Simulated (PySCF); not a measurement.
Br2Cd. Atoms are numbered in the order given.

```xyz
3

Cd     0.0000     0.0000     0.0000
Br     0.0000     0.0000    -2.4257
Br     0.0000     0.0000     2.4257
```
Charge 0, spin multiplicity 1.

Geometry: B3LYP-D3(BJ)/def2-SVP. The structure was generated by enumeration; whether it is a known compound was not checked. The def2 effective core potentials stand for the cores of Cd; spin–orbit coupling is left out.

Level of theory: TDDFT-PBE/def2-SVPD run with PySCF.

Vertical excitations; the highest root listed may be one member of a degenerate set. The molecule is in vacuum. State labels are in the subgroup D2h.

Computed lowest excited states:
```json
[
 {"state": "S1", "symmetry": "B3g", "energy (eV)": "3.98", "λ (nm)": "312", "f": "0.000", "main pairs": "HOMO→LUMO (degenerate set)"},
 {"state": "S2", "symmetry": "B2g", "energy (eV)": "3.98", "λ (nm)": "312", "f": "0.000", "main pairs": "HOMO−1→LUMO (degenerate set)"},
 {"state": "S3", "symmetry": "B2u", "energy (eV)": "4.31", "λ (nm)": "288", "f": "0.019", "main pairs": "HOMO−3→LUMO (degenerate set)"},
 {"state": "S4", "symmetry": "B3u", "energy (eV)": "4.31", "λ (nm)": "288", "f": "0.019", "main pairs": "HOMO−2→LUMO (degenerate set)"},
 {"state": "S5", "symmetry": "B1u", "energy (eV)": "5.63", "λ (nm)": "220", "f": "0.043", "main pairs": "HOMO−4→LUMO 45 %, HOMO→LUMO+1 28 %, HOMO−1→LUMO+2 28 %"},
 {"state": "S6", "symmetry": "Au", "energy (eV)": "5.69", "λ (nm)": "218", "f": "0.000", "main pairs": "HOMO→LUMO+2 50 %, HOMO−1→LUMO+1 50 %"},
 {"state": "S7", "symmetry": "B1u", "energy (eV)": "5.73", "λ (nm)": "216", "f": "0.000", "main pairs": "HOMO−1→LUMO+2, HOMO→LUMO+1 (degenerate set)"},
 {"state": "S8", "symmetry": "Au", "energy (eV)": "5.73", "λ (nm)": "216", "f": "0.000", "main pairs": "HOMO−1→LUMO+1, HOMO→LUMO+2 (degenerate set)"},
 {"state": "S9", "symmetry": "B1g", "energy (eV)": "6.01", "λ (nm)": "206", "f": "0.000", "main pairs": "HOMO−3→LUMO+2 50 %, HOMO−2→LUMO+1 50 %"},
 {"state": "S10", "symmetry": "Ag", "energy (eV)": "6.06", "λ (nm)": "205", "f": "0.000", "main pairs": "HOMO−3→LUMO+1 50 %, HOMO−2→LUMO+2 50 %"},
 {"state": "T1", "symmetry": "B3g", "energy (eV)": "3.69", "λ (nm)": "336", "f": "0", "main pairs": "HOMO→LUMO (degenerate set)"},
 {"state": "T2", "symmetry": "B2g", "energy (eV)": "3.69", "λ (nm)": "336", "f": "0", "main pairs": "HOMO−1→LUMO (degenerate set)"},
 {"state": "T3", "symmetry": "B2u", "energy (eV)": "3.98", "λ (nm)": "311", "f": "0", "main pairs": "HOMO−3→LUMO (degenerate set)"},
 {"state": "T4", "symmetry": "B3u", "energy (eV)": "3.98", "λ (nm)": "311", "f": "0", "main pairs": "HOMO−2→LUMO (degenerate set)"}
]
```
Triplets are in the Tamm–Dancoff approximation, which puts them higher than full response would, so one can lie above its singlet here.
